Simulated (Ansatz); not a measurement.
Cl2GeH4Si, SMILES `Cl[SiH2][GeH2][Cl]`. The species carries charge 0 and has multiplicity 1. The geometry is a stationary point of PBE0-D4/def2-TZVP. It is one conformer, not always the lowest.

```xyz
8

Cl   -1.648    1.363    1.495
Si    0.212    0.950    0.731
Ge   -0.001   -0.795   -0.879
Cl   -0.696   -2.534    0.202
H     0.746    2.183    0.100
H     1.100    0.520    1.836
H    -1.051   -0.499   -1.959
H     1.337   -1.188   -1.526
```

(1) What is the dipole moment at r2SCAN/def2-TZVPP? (Estimate.)

(2) And with PBE, B3LYP, ωB97M-V? (Best estimate.)

(3) Give the Mulliken charges with r2SCAN, PBE, B3LYP in def2-TZVPP. (Best estimate.)

Answers

(1) Computed: 2.39 D, with components (1.53, 1.45, -1.12) D in this frame, pointing from negative to positive charge.

(2) The calculation gave: PBE 2.26 D, B3LYP 2.42 D, ωB97M-V 2.45 D.

(3) The calculation gave: 
| atom | r2SCAN | PBE | B3LYP |
| --- | --- | --- | --- |
| Cl1 | -0.23 | -0.20 | -0.23 |
| Si2 | 0.36 | 0.27 | 0.34 |
| Ge3 | 0.30 | 0.27 | 0.27 |
| Cl4 | -0.32 | -0.29 | -0.31 |
| H5 | -0.06 | -0.04 | -0.05 |
| H6 | -0.05 | -0.03 | -0.04 |
| H7 | 0.01 | 0.01 | 0.02 |
| H8 | 0.00 | 0.01 | 0.01 |

B3LYP here is the variant with VWN-RPA as its local correlation; programs differ in this.
